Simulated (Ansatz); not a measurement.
`OC[SiH]1CO1` + SiH₄ → `[SiH3]C[SiH]1CO1` + H₂O  (formal exchange of groups at a C–O bond)

Computed with Ansatz on PBE0-D4/def2-TZVP structures; ΔE is electronic, products minus reactants. CCSD(T)/CBS adds triple-zeta CCSD(T) − MP2 to the extrapolated MP2 energy (def2 sets, frozen cores). This one scheme is used for every species. DFT in def2-TZVPP. B3LYP here is the variant with VWN-RPA as its local correlation; programs differ in this. Each species was taken in one conformer, which may not be the lowest.

(1) Is it downhill or uphill in electronic energy at CCSD(T)/CBS, and by how much? (An estimate is asked.)

(2) What do these levels give: B3LYP-D4, PBE0, HF/def2-TZVPP, CCSD/def2-TZVPP, HF/CBS(def2), MP2/CBS(def2)? (An estimate is asked.)

Largest T1 diagnostic among the species: 0.013.

## Answers

(1) The calculation gave: Downhill: ΔE = -129.6 kJ/mol.

(2) Ansatz gave: B3LYP-D4 -114.9, PBE0 -118.4, HF/def2-TZVPP -108.5, CCSD/def2-TZVPP -122.1, HF/CBS(def2) -109.5, MP2/CBS(def2) -140.4 kJ/mol.

The D4 term adds −7.7 kJ/mol with B3LYP and −4.4 kJ/mol with PBE0; it sums over pairs of atoms, weighted by their polarisabilities, and B3LYP, whose exchange is more repulsive, gets the larger term. From PBE to PBE0 (25 % exact exchange), in def2-TZVPP and without D4, ΔE moves by −7.1 kJ/mol.
